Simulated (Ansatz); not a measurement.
Ideal-gas functions of GeH₅Si (`[SiH2][GeH3]`) radical at 298.15 K and 1 bar, from an Ansatz frequency run at PBE0-D4/def2-TZVP.

Molar mass 105.74 g/mol, point group Cs (symmetry number 1), electronic degeneracy 2, moments of inertia 9.97, 132.702, 134.993 u Å². Harmonic wavenumbers (cm⁻¹, unscaled): 115, 359, 369, 388, 570, 595, 790, 879, 880, 915, 2126, 2153, 2158, 2198, 2224.

Use S(trans) = R[1.5 ln M + 2.5 ln T − 1.1517]; rotational temperatures θ = 24.2544 K / I; S(rot) = R[ln(√π/σ · √(T³/θAθBθC)) + 1.5]; for each mode x = 1.438777 ν̃/T, S = R[x/(eˣ − 1) − ln(1 − e⁻ˣ)] and H = RT x/(eˣ − 1); 1 cm⁻¹ = 0.0119627 kJ/mol; R = 8.31446 J/(mol·K).

By hand: the entropy, in J/(mol·K).

Translation 167.0. Rotation: θ = 2.4327, 0.1828, 0.1797 K, giving 98.8. Vibration, mode by mode: 13.32, 4.71, 4.54, 4.22, 2.11, 1.92, 0.90, 0.64, 0.63, 0.55, 0.00, 0.00, 0.00, 0.00, 0.00, in all 33.5. Electronic 5.8. Sum 305.1 J/(mol·K).

By hand: H − E and G − E in kJ/mol, counted from the electronic energy.

Zero-point energy ½ × 16719 × 0.0119627 = 100.0; thermal vibration 6.1; translation, rotation and pV give 4 RT = 9.9. H − E = 116.0 kJ/mol, and G − E = 116.0 − 298.15 × 305.1/1000 = 25.0 kJ/mol.

Vibration gives 11 % of the entropy, 13.3 J/(mol·K) of it from the mode under 150 cm⁻¹: soft modes count most, and the harmonic formula is weakest for them.
